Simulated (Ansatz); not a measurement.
`B[SiH2]C[SiH3]` + H₂Se → `[SiH3]C[SiH2][SeH]` + BH₃  (cleavage of the Si–B bond)

Computed with Ansatz on PBE0-D4/def2-TZVP structures; ΔE is electronic, products minus reactants. CCSD(T)/CBS adds triple-zeta CCSD(T) − MP2 to the extrapolated MP2 energy (def2 sets, frozen cores). This one scheme is used for every species. Functionals use def2-TZVPP. B3LYP here is the variant with VWN-RPA as its local correlation; programs differ in this. For Se outer-core shells are correlated without core-valence functions, which leaves a few kJ/mol of doubt a bond. Scalar relativity is left out up to krypton. Each species was taken in one conformer, which may not be the lowest.

`B[SiH2]C[SiH3]`:

Cartesian coordinates in Å:
```
B 0.320 -2.599 0.816
Si 0.693 -0.672 0.388
C -0.722 0.292 -0.385
Si -0.359 2.106 -0.661
H 1.218 -3.314 1.156
H -0.777 -3.077 0.781
H 1.895 -0.572 -0.493
H 1.069 -0.034 1.689
H -0.982 -0.168 -1.344
H -1.603 0.199 0.259
H 0.824 2.265 -1.550
H -0.063 2.772 0.636
H -1.514 2.802 -1.292
```

H₂Se:

```xyz
3

Se    0.055   -0.469   -0.495
H     0.764    0.775   -0.177
H    -0.818   -0.306    0.672
```

`[SiH3]C[SiH2][SeH]`:

Cartesian coordinates in Å:
```
Si -0.295 -1.357 1.006
C 0.721 0.169 0.601
Si -0.119 1.365 -0.559
Se -1.025 0.327 -2.380
H -0.220 -2.345 -0.098
H 0.223 -1.995 2.248
H -1.718 -0.985 1.230
H 0.948 0.709 1.527
H 1.678 -0.144 0.172
H -1.294 1.989 0.100
H 0.824 2.429 -0.995
H 0.278 -0.162 -2.852
```

BH₃:

Z-matrix (Å, degrees):
```
B
H 1 1.193
H 1 1.193 2 120.0
H 1 1.193 2 120.0 3 180.0
```

Problem. Is it downhill or uphill in electronic energy at CCSD(T)/CBS, and by how much? (Best estimate.)

Solution. The calculation gave: Downhill: ΔE = -20.9 kcal/mol.

Problem. What do these levels give: B3LYP-D4, r2SCAN, B3LYP, HF/def2-QZVPP, HF/CBS(def2), MP2/CBS(def2)? (An estimate is asked.)

Solution. Ansatz gave: B3LYP-D4 -20.0, r2SCAN -19.1, B3LYP -18.1, HF/def2-QZVPP -20.7, HF/CBS(def2) -20.7, MP2/CBS(def2) -24.1 kcal/mol.

Largest T1 diagnostic among the species: 0.011.

From PBE to PBE0 (25 % exact exchange), in def2-TZVPP and without D4, ΔE moves by −1.4 kcal/mol. The D4 term adds −1.9 kcal/mol with B3LYP and −1.0 kcal/mol with PBE0; it sums over pairs of atoms, weighted by their polarisabilities, and B3LYP, whose exchange is more repulsive, gets the larger term.
